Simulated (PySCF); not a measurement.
Predicted microwave data (PBE0-D3(BJ)/def2-SVP geometry optimisation, gas phase (PySCF 2.14.0)) for one isomer of C5H7O2 (doublet):

```
Rotational constants : A = 5383, B = 1710, C = 1319 MHz
Dipole components    : |μa| = 2.16 D, |μb| = 0.88 D, |μc| = 0.00 D
Inertial defect      : -6.27 u·Å²
κ                    : -0.81
```

Question: Which structure is it? (One computed conformer of each.)
A. `[CH3:1][C:2](=[O:3])[CH:4][C:5]([CH3:6])=[O:7]` (doublet state) with C1–C2–C4–C5 -179°, C2–C4–C5–C6 0°
B. `[CH2:1][C:2](=[O:3])[CH2:4][C:5]([CH3:6])=[O:7]` (doublet state) with C1–C2–C4–C5 90°, C2–C4–C5–C6 82°

Answer: A. It is CC(=O)[CH]C(C)=O, an asymmetric top. The candidates at the same level (rigid rotor, commonest isotopes):

```tsv
SMILES	A (MHz)	B (MHz)	C (MHz)	μa (D)	μb (D)	μc (D)	Δ (u·Å²)	point group	rotor
CC(=O)[CH]C(C)=O	5383	1710	1319	2.16	0.88	0.00	-6.27	near Cs	asymmetric top
[CH2]C(=O)CC(C)=O	4279	2012	1588	0.46	0.28	1.11	-51.00	–	asymmetric top
```

`[CH2]C(=O)CC(C)=O` has A 21 % too low. No structure here is proved a minimum.
